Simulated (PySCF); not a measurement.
Species: C2H11BN2Si.
Numbering: `[CH3:1][B:2]([CH3:3])[NH:4][SiH2:5][NH2:6]` (hydrogens: H7, H8, H9 on C1; H10, H11, H12 on C3; H13 on N4; H14, H15 on Si5; H16, H17 on N6)

Geometry (PBE0-D3(BJ)/def2-SVP, Å), atoms numbered from 1 in this order:
```xyz
17
C2H11BN2Si angstrom
C     -1.757    1.668    0.450
B     -0.959    0.344    0.104
C     -1.762   -0.914   -0.425
N      0.446    0.311    0.295
Si     1.654   -0.935    0.056
N      3.137   -0.132   -0.321
H     -2.601    1.452    1.126
H     -1.147    2.463    0.908
H     -2.212    2.080   -0.468
H     -2.519   -0.616   -1.169
H     -1.149   -1.718   -0.857
H     -2.328   -1.349    0.418
H      0.850    1.160    0.687
H      1.951   -1.719    1.294
H      1.127   -1.875   -0.979
H      4.012   -0.544   -0.019
H      3.252    0.364   -1.197
```

Method: PySCF, PBE0-D3(BJ)/def2-SVP geometry optimisation, gas phase.

Take the most abundant isotopes and a rigid rotor. The values belong to one conformer with, in the numbering `[CH3:1][B:2]([CH3:3])[NH:4][SiH2:5][NH2:6]`, B2–N4–Si5–N6 151°, N4–Si5–N6–H 147° and -68°.

Q: Give the principal moments of inertia and the rotational constants in MHz.

A: Ia = 91.78, Ib = 375.06, Ic = 442.56 u·Å²; 505379 MHz·u·Å²/I gives A = 5507, B = 1347, C = 1142 MHz.

Q: Classify the top.

A: A near-prolate asymmetric top; Ray's κ = -0.906.

Q: Is it planar, by Δ = Ic − Ia − Ib?

A: Not planar: Δ = Ic − Ia − Ib = -24.27 u·Å². For a rigid frame Δ = −2 Σ m c², so Σ m c² = 12.14 u·Å² lies off the ab plane: 8.09 from hydrogen and 4.05 from heavier atoms. The atom farthest from that plane is 1.60 Å away.

Q: Give the other two planar moments, Paa and Pbb, and the rms extents of the mass along the axes.

A: Paa = Σ m a² = (Ib + Ic − Ia)/2 = 362.92 and Pbb = Σ m b² = (Ia + Ic − Ib)/2 = 79.64 u·Å². With the mass M = 102.08 u, the rms extents √(P/M) along a, b and c are 1.89, 0.88, 0.34 Å.

Q: Which types of transition are allowed, and where do some lines up to J = 4 fall?

A: The dipole components are |μa| = 1.63 D, |μb| = 0.81 D, |μc| = 0.59 D. Intensities carry the squares of the components, which stand as 1.00 : 0.24 : 0.13 (a : b : c). Some lines, for components of 0.1 D or more:

```json
{"type": "a", "branch": "R", "J(Ka,Kc)": "1(0,1) ← 0(0,0)", "MHz": "2489", "lower level (cm⁻¹)": "0.000"}
{"type": "c", "branch": "Q", "J(Ka,Kc)": "4(1,4) ← 4(0,4)", "MHz": "3326", "lower level (cm⁻¹)": "0.827"}
{"type": "b", "branch": "R", "J(Ka,Kc)": "3(0,3) ← 2(1,2)", "MHz": "3477", "lower level (cm⁻¹)": "0.381"}
{"type": "b", "branch": "Q", "J(Ka,Kc)": "3(1,2) ← 3(0,3)", "MHz": "4911", "lower level (cm⁻¹)": "0.497"}
{"type": "b", "branch": "R", "J(Ka,Kc)": "1(1,1) ← 0(0,0)", "MHz": "6649", "lower level (cm⁻¹)": "0.000"}
{"type": "a", "branch": "R", "J(Ka,Kc)": "3(2,2) ← 2(2,1)", "MHz": "7468", "lower level (cm⁻¹)": "0.818"}
{"type": "c", "branch": "R", "J(Ka,Kc)": "2(1,1) ← 1(0,1)", "MHz": "9549", "lower level (cm⁻¹)": "0.083"}
{"type": "c", "branch": "R", "J(Ka,Kc)": "3(1,2) ← 2(0,2)", "MHz": "12349", "lower level (cm⁻¹)": "0.249"}
{"type": "b", "branch": "Q", "J(Ka,Kc)": "2(2,1) ← 2(1,2)", "MHz": "13094", "lower level (cm⁻¹)": "0.381"}
{"type": "c", "branch": "R", "J(Ka,Kc)": "2(2,1) ← 1(1,1)", "MHz": "17868", "lower level (cm⁻¹)": "0.222"}
{"type": "b", "branch": "R", "J(Ka,Kc)": "2(2,0) ← 1(1,1)", "MHz": "17875", "lower level (cm⁻¹)": "0.222"}
{"type": "c", "branch": "R", "J(Ka,Kc)": "3(2,1) ← 2(1,1)", "MHz": "19983", "lower level (cm⁻¹)": "0.402"}
{"type": "c", "branch": "Q", "J(Ka,Kc)": "4(3,2) ← 4(2,2)", "MHz": "21224", "lower level (cm⁻¹)": "1.403"}
{"type": "c", "branch": "Q", "J(Ka,Kc)": "3(3,1) ← 3(2,1)", "MHz": "21277", "lower level (cm⁻¹)": "1.068"}
{"type": "b", "branch": "Q", "J(Ka,Kc)": "3(3,0) ← 3(2,1)", "MHz": "21278", "lower level (cm⁻¹)": "1.068"}
{"type": "b", "branch": "R", "J(Ka,Kc)": "4(2,3) ← 3(1,2)", "MHz": "22126", "lower level (cm⁻¹)": "0.661"}
{"type": "b", "branch": "R", "J(Ka,Kc)": "3(3,0) ← 2(2,1)", "MHz": "28783", "lower level (cm⁻¹)": "0.818"}
{"type": "c", "branch": "Q", "J(Ka,Kc)": "4(4,1) ← 4(3,1)", "MHz": "29820", "lower level (cm⁻¹)": "2.111"}
{"type": "b", "branch": "R", "J(Ka,Kc)": "4(3,2) ← 3(2,1)", "MHz": "31249", "lower level (cm⁻¹)": "1.068"}
{"type": "c", "branch": "R", "J(Ka,Kc)": "4(4,0) ← 3(3,0)", "MHz": "39793", "lower level (cm⁻¹)": "1.778"}
{"type": "b", "branch": "R", "J(Ka,Kc)": "4(4,0) ← 3(3,1)", "MHz": "39793", "lower level (cm⁻¹)": "1.778"}
```

Stationary, but not proved a minimum. Constants of a rigid frame at the computed geometry: no zero-point averaging, no centrifugal distortion. A rigid rotor knows nothing of inversion at nitrogen or internal rotation, which can split or shift real lines. Quadrupole hyperfine structure (11B, 14N) is left out.

On one thread of an Arm Neoverse N1, shared host, this took 3.4 min. That covers the optimisation of the geometry.
